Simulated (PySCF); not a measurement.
**Ionisation energy of Sb²⁺ by level of theory**

Sb²⁺ [Kr] 4d10 5s2 5p1 (2P) → Sb³⁺ [Kr] 4d10 5s2 (1S), as a difference of total energies. Computed with PySCF 2.14 in aug-cc-pVTZ-DK3 (8s7p5d2f, 68 functions), with the spin-free X2C one-electron Hamiltonian (Gaussian nucleus). Correlated levels: valence: [Kr] 4d10 frozen. The calculations carry no spin-orbit coupling.

| method | ionisation energy (eV) | plus first-order spin-orbit estimate | error of that sum (eV) |
| --- | --- | --- | --- |
| UHF | 24.141 | 24.630 | -0.693 |
| LDA | 24.939 | 25.428 | +0.105 |
| PBE | 24.701 | 25.190 | -0.133 |
| PBE0 | 24.740 | 25.228 | -0.095 |
| r2SCAN | 24.854 | 25.343 | +0.020 |
| B3LYP | 24.833 | 25.321 | -0.002 |
| wB97X | 24.619 | 25.107 | -0.216 |
| B2PLYP | 24.617 | 25.105 | -0.218 |
| TPSSh | 24.676 | 25.165 | -0.158 |
| MP2 (valence) | 24.362 | 24.850 | -0.473 |
| SCS-MP2 (valence) | 24.352 | 24.841 | -0.482 |

Reference: 25.323 eV (measured; NIST Atomic Spectra Database, ionization energies).

A first-order spin-orbit estimate (lowest level to lowest level, LS coupling) adds 0.488 eV.

Errors of the correlated levels include the incompleteness of this basis and the frozen core.
